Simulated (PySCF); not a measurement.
## Computed NMR parameters against published values

Molfile (atoms numbered from 1):
```
C7H10Si
     RDKit          3D

 18 18  0  0  0  0  0  0  0  0999 V2000
    2.6266    0.6438    0.3975 C   0  0  0  0  0  0  0  0  0  0  0  0
    1.5329   -0.7547   -0.2166 Si  0  0  0  0  0  4  0  0  0  0  0  0
   -0.2911   -0.3078   -0.0813 C   0  0  0  0  0  0  0  0  0  0  0  0
   -0.7165    1.0287   -0.0525 C   0  0  0  0  0  0  0  0  0  0  0  0
   -2.0704    1.3529    0.0284 C   0  0  0  0  0  0  0  0  0  0  0  0
   -3.0271    0.3409    0.0822 C   0  0  0  0  0  0  0  0  0  0  0  0
   -2.6242   -0.9941    0.0574 C   0  0  0  0  0  0  0  0  0  0  0  0
   -1.2700   -1.3122   -0.0224 C   0  0  0  0  0  0  0  0  0  0  0  0
    2.3454    0.9431    1.4186 H   0  0  0  0  0  0  0  0  0  0  0  0
    3.6814    0.3298    0.4090 H   0  0  0  0  0  0  0  0  0  0  0  0
    2.5473    1.5265   -0.2556 H   0  0  0  0  0  0  0  0  0  0  0  0
    1.7750   -1.9991    0.5803 H   0  0  0  0  0  0  0  0  0  0  0  0
    1.8770   -1.0695   -1.6409 H   0  0  0  0  0  0  0  0  0  0  0  0
    0.0188    1.8377   -0.0909 H   0  0  0  0  0  0  0  0  0  0  0  0
   -2.3796    2.4008    0.0510 H   0  0  0  0  0  0  0  0  0  0  0  0
   -4.0885    0.5923    0.1470 H   0  0  0  0  0  0  0  0  0  0  0  0
   -3.3699   -1.7917    0.1041 H   0  0  0  0  0  0  0  0  0  0  0  0
   -0.9710   -2.3649   -0.0334 H   0  0  0  0  0  0  0  0  0  0  0  0
  1  2  1  0
  2  3  1  0
  3  4  2  0
  4  5  1  0
  5  6  2  0
  6  7  1  0
  7  8  2  0
  8  3  1  0
  1  9  1  0
  1 10  1  0
  1 11  1  0
  2 12  1  0
  2 13  1  0
  4 14  1  0
  5 15  1  0
  6 16  1  0
  7 17  1  0
  8 18  1  0
M  END
```

Published estimates (parent shift plus substituent increments) and measurements: δ 13C C4/C8 134.8; C6 129.5; C5/C7 128.0 ppm (estimated from measurements, as parent shift plus tabulated substituent increment; solution, not stated per compound (mostly CDCl3 or CCl4); Pretsch, Buehlmann, Badertscher, Structure Determination of Organic Compounds, 4th ed. (2009)).

Level of theory: GIAO PBE0/pcSseg-1 shieldings, geometry: PBE0-D3(BJ)/def2-SVP, in PySCF 2.14 (non-relativistic, rapidly exchanging positions averaged, one conformer, no solvent model).

**Question.** What does the calculation give, and how does it compare?

**Answer.** 
Reference values: estimated from measurements, as parent shift plus tabulated substituent increment (solution, not stated per compound (mostly CDCl3 or CCl4); Pretsch, Buehlmann, Badertscher, Structure Determination of Organic Compounds, 4th ed. (2009)).
```
atoms  quantity  reference  computed  computed, scaled
C4/C8     δ 13C      134.8     140.6             135.3
   C6     δ 13C      129.5     135.1             130.0
C5/C7     δ 13C      128.0     133.4             128.3
```

Computed shifts are σ(ref) − σ with the named reference compound (TMS for H and C) calculated as an isolated molecule at the same level. The measured values may be among those fitted. Expected solution values come from regression of measured δ (H and C: mostly CDCl3, vs TMS) on computed σ: 13C (scatter 1.9 ppm rms, 2.3 ppm with the 23 outliers that the fit left out). Occasional misses reach two or three times the rms, and more in compound classes unlike the fitted ones.

**Question.** How far are the unscaled 13C shifts from the references?

**Answer.** Mean signed difference +5.60 ppm, mean absolute 5.60 ppm over 3 comparisons; the largest is +5.8 ppm at C4/C8 (aromatic CH).

3 of the 6 published NMR values on file for this molecule are compared.
